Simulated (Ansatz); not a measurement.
Geometry optimisation, UKS PBE-D4/def2-SVP (Ansatz 0.2.0).

Input:

```yaml
crystal:
  periodic: [false, false, false]
  atoms:
    - { symbol: Ge, position_ang: [-0.384538, -0.402499, 1.326152] }
    - { symbol: O, position_ang: [0.762043, -0.294977, -0.115476] }
    - { symbol: C, position_ang: [0.226605, -0.644051, -1.380222] }
    - { symbol: H, position_ang: [-1.691554, 0.364998, 1.002141] }
    - { symbol: H, position_ang: [-0.681552, -1.914171, 1.544323] }
    - { symbol: H, position_ang: [0.426635, 0.206091, 2.486713] }
    - { symbol: H, position_ang: [0.914479, 1.957577, -0.012306] }
    - { symbol: Cl, position_ang: [0.15021, 2.952716, 0.389587] }
    - { symbol: H, position_ang: [-0.192117, -1.678965, -1.398225] }
    - { symbol: H, position_ang: [-0.576517, 0.056036, -1.714024] }
    - { symbol: H, position_ang: [1.046206, -0.602757, -2.128563] }
magnetization:
  spin_polarized: true
basis:
  gaussian: { orbitals: def2-SVP }
hamiltonian:
  xc: pbe
  dispersion: d4
relax:
  f_tol: 0.03
  max_steps: 50
output:
  orbitals: {}
```

Command:

```bash
$ ansatz run input.yaml --threads 4 --pin off --max-ram 5120MiB --backend cpu --events-out ev --progress --plain --runs-dir out
```

Question: Where does it end, and by what steps?

Answer: The run converged. After 8 steps the energy has fallen by 0.173 eV; Cl8 moved furthest, 0.54 Å.

```
step  energy less start (eV)  largest force component (eV/Å)  accepted
   0                  0.0000                           0.336       yes
   1                 -0.0707                           0.638       yes
   2                 -0.1408                           0.233       yes
   3                 -0.1672                           0.189       yes
   4                 -0.1710                           0.111       yes
   5                 -0.1715                           0.104       yes
   6                 -0.1723                           0.090       yes
   7                 -0.1686                           0.157        no
   8                 -0.1727                           0.007       yes
```

```xyz
11
Properties=species:S:1:pos:R:3
Ge -0.432 -0.424 1.385
O 0.678 -0.110 -0.045
C 0.215 -0.497 -1.337
H -1.807 0.231 1.103
H -0.559 -1.967 1.498
H 0.324 0.204 2.570
H 0.779 1.524 -0.059
Cl 0.483 2.838 -0.026
H -0.084 -1.569 -1.361
H -0.645 0.126 -1.673
H 1.048 -0.355 -2.055
```

Whether the end is a true minimum wasn't checked by a vibrational analysis.

Time of the run: 34 s on 4 threads of Arm Neoverse N1 (shared host), peak memory 0.2 GiB.
